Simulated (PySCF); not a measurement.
Solvent effects on NMR parameters

Molfile (atoms numbered from 1):
```
C5H12N2Si
     RDKit          3D

 20 20  0  0  0  0  0  0  0  0999 V2000
    3.1071   -0.1276   -1.2866 C   0  0  0  0  0  0  0  0  0  0  0  0
    1.9193   -0.5279   -1.1398 N   0  0  0  0  0  0  0  0  0  0  0  0
    1.1378    0.0142   -0.0561 C   0  0  2  0  0  0  0  0  0  0  0  0
    0.5628   -1.1103    0.8338 C   0  0  0  0  0  0  0  0  0  0  0  0
   -0.9405   -1.1001    0.5543 C   0  0  0  0  0  0  0  0  0  0  0  0
   -1.2033    0.2862    0.2285 N   0  0  0  0  0  0  0  0  0  0  0  0
   -2.7496    1.0587    0.3309 Si  0  0  0  0  0  4  0  0  0  0  0  0
   -0.1163    0.7271   -0.6155 C   0  0  0  0  0  0  0  0  0  0  0  0
    3.5825    0.6230   -0.6221 H   0  0  0  0  0  0  0  0  0  0  0  0
    3.7188   -0.5267   -2.1084 H   0  0  0  0  0  0  0  0  0  0  0  0
    1.7337    0.7191    0.5575 H   0  0  0  0  0  0  0  0  0  0  0  0
    1.0365   -2.0743    0.6013 H   0  0  0  0  0  0  0  0  0  0  0  0
    0.7541   -0.8781    1.8913 H   0  0  0  0  0  0  0  0  0  0  0  0
   -1.1731   -1.7794   -0.2920 H   0  0  0  0  0  0  0  0  0  0  0  0
   -1.5428   -1.4278    1.4163 H   0  0  0  0  0  0  0  0  0  0  0  0
   -2.5213    2.5355    0.3678 H   0  0  0  0  0  0  0  0  0  0  0  0
   -3.6918    0.7788   -0.8071 H   0  0  0  0  0  0  0  0  0  0  0  0
   -3.4115    0.5884    1.5857 H   0  0  0  0  0  0  0  0  0  0  0  0
   -0.0169    1.8241   -0.6048 H   0  0  0  0  0  0  0  0  0  0  0  0
   -0.2342    0.4073   -1.6709 H   0  0  0  0  0  0  0  0  0  0  0  0
  1  2  2  0
  2  3  1  0
  3  4  1  0
  4  5  1  0
  5  6  1  0
  6  7  1  0
  6  8  1  0
  8  3  1  0
  1  9  1  0
  1 10  1  0
  3 11  1  1
  4 12  1  0
  4 13  1  0
  5 14  1  0
  5 15  1  0
  7 16  1  0
  7 17  1  0
  7 18  1  0
  8 19  1  0
  8 20  1  0
M  END
```

GIAO PBE0/pcSseg-1 in PySCF 2.14.0 with density-fitted response routines on one PBE0-D3(BJ)/def2-SVP conformer, non-relativistic, equivalent nuclei averaged. Solvents enter as an IEF-PCM continuum (chloroform with ε = 4.7, methanol with ε = 32.6) around the gas-phase geometry. Shifts are referred to TMS computed in the same medium.

Gas phase, δ in ppm: C1 155.4, C3 76.0, C8 59.2, C5 51.3, C4 39.1, Si7 -55.0, H9 7.43, H10 7.03, H16/H17/H18 4.62, H11 3.27, H19 3.17, H14 3.01, H15 2.99, H20 2.71. Dipole moment 1.74 D.

(1) How does each δ change in the continuum?

(2) Which nuclei move most (in ppm), and what does the model miss?

Answers

(1) 
```tsv
atoms	environment	Δδ, chloroform	Δδ, methanol
C1	C=N carbon	+4.4	+6.3
C3	sp3 CH bonded to N	-0.1	-0.2
C8	sp3 CH2 bonded to N	+0.8	+1.2
C5	sp3 CH2 bonded to N	+0.6	+0.8
C4	sp3 CH2 in a ring	+0.6	+0.8
Si7	silicon bonded to N, 3 H	-0.5	-0.6
H9	hydrogen on a C=N carbon	+0.12	+0.18
H10	hydrogen on a C=N carbon	+0.11	+0.15
H16/H17/H18	hydrogen on a silicon bonded to N	-0.05	-0.06
H11	hydrogen on an sp3 CH bonded to N	+0.15	+0.23
H19	hydrogen on an sp3 CH2 bonded to N	+0.12	+0.19
H14	hydrogen on an sp3 CH2 bonded to N	-0.02	-0.05
H15	hydrogen on an sp3 CH2 bonded to N	+0.08	+0.12
H20	hydrogen on an sp3 CH2 bonded to N	-0.10	-0.17
```

Changes are relative to the gas phase. The dipole moment becomes 2.14 D in chloroform, 2.33 D in methanol.

(2) C1 (C=N carbon, +6.3 ppm) in methanol. A continuum only polarises the solute; specific hydrogen bonds, the anisotropy of aromatic solvents and changes of geometry or conformer are outside it.
